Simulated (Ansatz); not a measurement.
Ansatz (an electronic-structure program) input:

Ansatz 0.2 input:
```yaml
crystal:
  periodic: [false, false, false]
  atoms:
    - {symbol: C, position_ang: [0.01435047, -0.01476898, 0.00704513]}
    - {symbol: H, position_ang: [0.54422094, 0.91123216, 0.04628213]}
    - {symbol: H, position_ang: [-1.05311890, -0.01918517, -0.00187419]}
    - {symbol: H, position_ang: [0.55139581, -0.93683065, -0.01699334]}
basis:
  gaussian:
    orbitals: def2-TZVP
hamiltonian:
  xc: b3lyp
  dispersion: d3bj
magnetization: {spin_polarized: true, initial_magnetization: 1}
relax: {f_tol: 0.002, max_steps: 150}
```

Which total energy does the run end on?

-39.86014 Eh (B3LYP-D3(BJ)/def2-TZVP). The basis has 49 functions.
